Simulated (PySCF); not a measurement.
V(CH3)2: V(II) (d3), charge 0. The structure is a PBE0-D3(BJ)/def2-TZVP geometry optimised for multiplicity 4; coordination irregular, point group Cs, metal–donor distances 2.08 Å.

```
9

V     0.0000    0.0000    0.0000
C     2.0826    0.0000    0.0000
H     2.4324    1.0452    0.0000
H     2.5141   -0.4831    0.8841
H     2.5141   -0.4831   -0.8841
C    -1.1257   -1.7598    0.0000
H    -0.4620   -2.6317    0.0000
H    -1.7727   -1.8441    0.8835
H    -1.7727   -1.8441   -0.8835
```

Method (PySCF 2.14, density fitting): CASSCF(3,5) with orbitals averaged over all microstates of the shell, strongly contracted NEVPT2 on the averaged canonical orbitals; basis x2c-TZVPall on the metal, x2c-SVPall elsewhere; spin-free X2C; gas phase; spin-orbit coupling by state interaction with the mean-field operator over all roots.

**Question.** What is the ground state?

**Answer.** 4A'' (S = 3/2, orbital degeneracy 1), orbital occupations from the lowest 0.9 0.9 0.1 1.0 0.1, by NEVPT2.

**Question.** List the excited states of the same spin.

**Answer.** By NEVPT2, the lowest six: 4A' at 1563 cm⁻¹; 4A'' at 2062 cm⁻¹; 4A' at 4184 cm⁻¹; 4A'' at 7046 cm⁻¹ (1419 nm); 4A' at 8997 cm⁻¹ (1112 nm); 4A'' at 8998 cm⁻¹ (1111 nm). The strongest, at 8997 cm⁻¹, has f = 2.3e-05.

**Question.** Which is the lowest state of another spin?

**Answer.** 2A' at 12018 cm⁻¹ by NEVPT2; CASSCF alone puts it at 13870 cm⁻¹ above the same ground state.

**Question.** Give the fitted ligand-field and repulsion parameters.

**Answer.** At CASSCF level (the NEVPT2 levels don't fit a ligand-field model well): orbital energies 0, 170, 3068, 3381, 8746 cm⁻¹; B = 790 cm⁻¹; C = 3164 cm⁻¹; B over its free-ion value at the same level 0.818; rms of the fit 419 cm⁻¹; ζ = 155 cm⁻¹ (free ion 174).

**Question.** What are the magnetic parameters?

**Answer.** The ground multiplet follows a spin Hamiltonian with S = 3/2, g = 1.728, 1.823, 1.998, D = 7.99 cm⁻¹, E/|D| = 0.16 (spin-orbit part alone); the lowest levels hold 99 % of the spin-free ground state. μeff is 3.80 μB at 300 K and 3.28 μB at 10 K; the spin-only value is 3.88 μB.

NEVPT2 lifts 4A'' from 6102 to 7046 cm⁻¹; on the d shell alone such lifts tend to overshoot.

The job took 5.7 s on one thread of Intel Xeon Platinum 8375C @ 2.90GHz (shared host), with 106 basis functions, launched as `OMP_NUM_THREADS=1 python lf_run.py task.json out`.
